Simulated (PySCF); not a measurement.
## Vertical excitation energies

Species: C5H11AsO2S.
Numbering: `[CH3:1][S:2](=[O:3])(=[O:4])[C@@H:5]1[CH2:6][CH2:7][AsH:8][CH2:9]1` (hydrogens: H10, H11, H12 on C1; H13 on C5; H14, H15 on C6; H16, H17 on C7; H18 on As8; H19, H20 on C9)

Geometry (PBE0-D3(BJ)/def2-SVP, Å), atoms numbered from 1 in this order:
```xyz
20
C5H11AsO2S angstrom
C      2.6953   -0.8459   -0.7846
S      1.5229    0.5000   -0.7624
O      2.1494    1.6114   -0.0482
O      1.0366    0.6900   -2.1304
C      0.1449   -0.1065    0.2550
C     -0.5706   -1.2765   -0.4432
C     -2.0772   -1.1581   -0.2545
As    -2.5152    0.7642   -0.4145
C     -0.7918    1.0896    0.5032
H      3.5239   -0.4868   -1.4097
H      3.0448   -1.0397    0.2371
H      2.2371   -1.7347   -1.2359
H      0.6280   -0.4131    1.1963
H     -0.1859   -2.2437   -0.0790
H     -0.3505   -1.2173   -1.5217
H     -2.3927   -1.4721    0.7539
H     -2.6381   -1.7640   -0.9804
H     -1.9178    0.8948   -1.8134
H     -1.0036    1.1816    1.5781
H     -0.3411    2.0440    0.1944
```

Theory: PySCF 2.14.0, density-fitted response routines, TDDFT PBE0/def2-SVPD, vertical, gas phase, core orbitals frozen in the response. Relativistic effects, spin–orbit coupling among them, are left out although an element past zinc is present.

Task: Predict the UV-vis stick spectrum at this level.

Result: 

| state | E (eV) | ν̃ (cm⁻¹) | f | \|μ\| (D) | main configurations (H = HOMO, L = LUMO) |
| --- | --- | --- | --- | --- | --- |
| S1 | 6.21 | 50120 | 0.067 | 1.68 | H→L (55%), H→L+1 (41%) |
| S2 | 6.34 | 51140 | 0.043 | 1.33 | H→L+1 (54%), H→L (35%), H→L+2 (8%) |
| S3 | 6.79 | 54780 | 0.025 | 0.98 | H→L+2 (62%), H→L+3 (26%) |
| S4 | 7.01 | 56500 | 0.066 | 1.57 | H→L+3 (62%), H→L+2 (21%) |
| S5 | 7.21 | 58190 | 0.0073 | 0.51 | H-1→L (82%), H-1→L+1 (11%) |
| S6 | 7.38 | 59540 | 0.066 | 1.53 | H→L+5 (62%), H→L+4 (12%), H→L+3 (9%) |
| S7 | 7.53 | 60700 | 0.0063 | 0.47 | H-1→L+1 (78%), H-1→L (11%) |
| S8 | 7.57 | 61070 | 0.015 | 0.72 | H-2→L (38%), H→L+4 (34%) |
| S9 | 7.60 | 61320 | 0.0067 | 0.48 | H-2→L (48%), H→L+4 (26%), H-2→L+1 (8%) |
| S10 | 7.76 | 62560 | 0.044 | 1.23 | H→L+7 (58%), H→L+9 (12%), H→L+5 (10%) |

Triplets (Tamm–Dancoff): T1 5.19 eV, H→L+1 (81%); T2 5.58 eV, H→L+2 (48%), H→L (25%), H→L+5 (9%); T3 6.43 eV, H→L (63%), H→L+2 (10%), H→L+5 (9%); T4 6.64 eV, H→L+3 (48%), H→L+5 (17%), H→L+2 (9%).

The lowest singlet comes at 200 nm (600 kJ/mol) in the ultraviolet; it is of moderate strength; its leading configuration is HOMO→LUMO (55%). The largest oscillator strength of a single state is 0.067. Löwdin shares by element: HOMO arsenic 61%, carbon 16% or more, hydrogen 7% or more (atoms not listed hold the other 15%); LUMO hydrogen 17% or more, sulfur 15%, arsenic 9% (atoms not listed hold the other 59%). Of the 10 states listed, 7 reach f = 0.01 and none stays under 0.0005. Weighted by f, the mean energy of these states is 6.97 eV. The oscillator strengths of these states sum to 0.345; summed over the whole spectrum of an exact calculation they would give the number of electrons, 106 (Thomas–Reiche–Kuhn). All these states lie below the vertical ionisation energy of 9.09 eV (ΔSCF). The window holds the lowest 10 singlets.

One conformer stands for the species.
